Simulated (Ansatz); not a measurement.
A structure relaxed at PBE-D4/def2-SVP in Ansatz, charge 0, singlet:

```xyz
27

C    -2.671    2.859   -1.097
N    -2.595    1.747   -0.171
C    -3.711    1.458    0.709
C    -1.448    0.989   -0.104
C    -0.317    1.247   -0.927
C     0.810    0.438   -0.815
C     0.822   -0.625    0.115
C     2.017   -1.498    0.243
N     3.064   -1.216   -0.570
C     4.142   -1.996   -0.465
C     4.212   -3.065    0.441
C     3.071   -3.268    1.234
N     1.981   -2.502    1.147
N    -0.241   -0.876    0.906
C    -1.320   -0.110    0.806
H    -1.902    3.638   -0.886
H    -3.666    3.335   -1.019
H    -2.532    2.532   -2.153
H    -4.103    0.426    0.562
H    -4.535    2.164    0.499
H    -3.439    1.561    1.784
H    -0.321    2.072   -1.652
H     1.700    0.606   -1.436
H     4.993   -1.759   -1.130
H     5.104   -3.704    0.524
H     3.039   -4.088    1.976
H    -2.154   -0.365    1.480
```

Give its formula, name or SMILES and point group.

`CN(C)c1ccc(-c2ncccn2)nc1`. Point group Cs (tolerance 0.1 Å).

Summarise the bond lengths by kind (pairs closer than 1.2 times the sum of covalent radii, bridged metal pairs left out).

9 × C–N 1.33 to 1.45 Å; 7 × C–C 1.39 to 1.48 Å; 12 × C–H 1.10 to 1.11 Å.
